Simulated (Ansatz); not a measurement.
Reaction (cleavage of the Si–P bond): `P[SiH2][GaH2]` + NH₃ → `N[SiH2][GaH2]` + PH₃

Calculated with Ansatz (gas phase, PBE0-D4/def2-TZVP geometries, no zero-point term in ΔE). CCSD(T)/CBS is the MP2 limit (def2-TZVPP, def2-QZVPP) plus CCSD(T) − MP2 in def2-TZVPP, frozen cores. This one scheme is used for every species. Functionals use def2-TZVPP. For Ga outer-core shells are correlated without core-valence functions, which leaves a few kJ/mol of doubt a bond. Scalar relativity is left out up to krypton. Each species was taken in one conformer, which may not be the lowest.

Problem. Is it downhill or uphill in electronic energy at CCSD(T)/CBS, and by how much? (Estimate.)

Solution. The calculation gave: Downhill: ΔE = -0.11 eV.

Problem. What do these levels give: LDA (SPW92), PBE0-D4, r2SCANh-D4, BHLYP-D4, PBE-QIDH, BHLYP, CAM-B3LYP, LC-ωPBE, RPA@PBE/def2-TZVPP, CCSD(T)/def2-SVP, HF/def2-TZVPP, HF/def2-QZVPP? (Best estimate.)

Solution. Computed: LDA (SPW92) -0.08, PBE0-D4 -0.03, r2SCANh-D4 -0.09, BHLYP-D4 -0.18, PBE-QIDH -0.09, BHLYP -0.24, CAM-B3LYP -0.25, LC-ωPBE -0.14, RPA@PBE/def2-TZVPP -0.16, CCSD(T)/def2-SVP -0.14, HF/def2-TZVPP -0.30, HF/def2-QZVPP -0.31 eV.

Largest T1 diagnostic among the species: 0.014.

From BLYP to BHLYP (50 % exact exchange), in def2-TZVPP and without D4, ΔE moves by −0.07 eV. The D4 term adds +0.04 eV with B3LYP and +0.02 eV with PBE0; it sums over pairs of atoms, weighted by their polarisabilities, and B3LYP, whose exchange is more repulsive, gets the larger term. Leaving LDA and LC-ωPBE aside and taking each functional with its dispersion term where it has one, the values, not all of them listed here, spread over 0.23 eV, from CAM-B3LYP-D4 to revPBE-D4. LDA lies −0.06 eV from PBE without D4.

B3LYP here is the variant with VWN-RPA as its local correlation; programs differ in this.
